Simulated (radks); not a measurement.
Species: Hf1.75+. Configuration: [Xe] 4f14 5d0.75 6s1.5 (fractional occupations, a model configuration).

Method: scalar-relativistic Kohn-Sham, PBE, spin-unpolarised, spherical densities, finite nucleus; Fermi nuclear charge, rms radius 5.347 fm; computed with a radial shooting solver on a logarithmic mesh with Libxc functionals.

Energy parts (hartree):
part                       energy
total                 -15075.5297
kinetic                16512.6295
electron-nucleus      -37144.8098
Hartree                 5863.7336
exchange-correlation    -307.0829

Orbitals (lengths in bohr, moments of r in powers of bohr; <r^-3> diverges for s and p1/2; r(max) is where P^2 peaks):
orbital  occ.  eigenvalue (hartree)   <1/r>  <r^-3>   r(max)
1s          2             -2399.059   83.78       -  0.01190
2s          2             -410.8079   19.56       -  0.06807
2p          6             -360.8654   17.85   17780  0.05567
3s          2             -94.06716   7.238       -   0.1921
3p          6             -79.14026   6.712    3922   0.1898
3d         10             -61.45286   6.350   510.0   0.1546
4s          2             -19.42962   3.066       -   0.4374
4p          6             -14.53165   2.792   899.2   0.4582
4d         10              -8.19626   2.475   99.14   0.4710
5s          2              -3.06137   1.175       -    1.015
5p          6              -1.89769  0.9838   120.9    1.156
4f         14              -1.21929   1.920   15.57   0.4547
6s        1.5              -0.63142  0.4272       -    2.645
5d       0.75              -0.62312  0.6286   5.907    1.600

The highest occupied level is 5d at -16.956 eV. The electron density at the nucleus is 1.282e+06 e/bohr^3 (large components only). Summed over all electrons, <r^2> = 47.90 bohr^2, which gives a Langevin (diamagnetic) susceptibility term of -37.9 x 10^-6 cm^3/mol.
